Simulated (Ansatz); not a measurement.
Computed with Ansatz on PBE0-D4/def2-TZVP structures; ΔE is electronic, products minus reactants. CCSD(T)/CBS is the MP2 limit (def2-TZVPP, def2-QZVPP) plus CCSD(T) − MP2 in def2-TZVPP, frozen cores. This one scheme is used for every species. Functionals use def2-TZVPP. Each species was taken in one conformer, which may not be the lowest.

Reaction (redistribution): `N[SiH](Cl)N[SiH3]` + `N[SiH2][SiH3]` → `[SiH3]N[SiH2]Cl` + `N[SiH](N)[SiH3]`

Question: Is it downhill or uphill in electronic energy at CCSD(T)/CBS, and by how much? (An estimate is asked.)

Answer: Computed: Uphill: ΔE = +11.4 kJ/mol.

Question: What do these levels give: ωB97M-V, B2PLYP, CCSD(T)/def2-TZVPP, HF/def2-QZVPP, SCS-MP2/def2-QZVPP, CCSD/CBS(def2)? (An estimate is asked.)

Answer: The calculation gave: ωB97M-V 13.1, B2PLYP 10.2, CCSD(T)/def2-TZVPP 12.1, HF/def2-QZVPP 10.2, SCS-MP2/def2-QZVPP 10.8, CCSD/CBS(def2) 11.4 kJ/mol.

Largest T1 diagnostic among the species: 0.011.
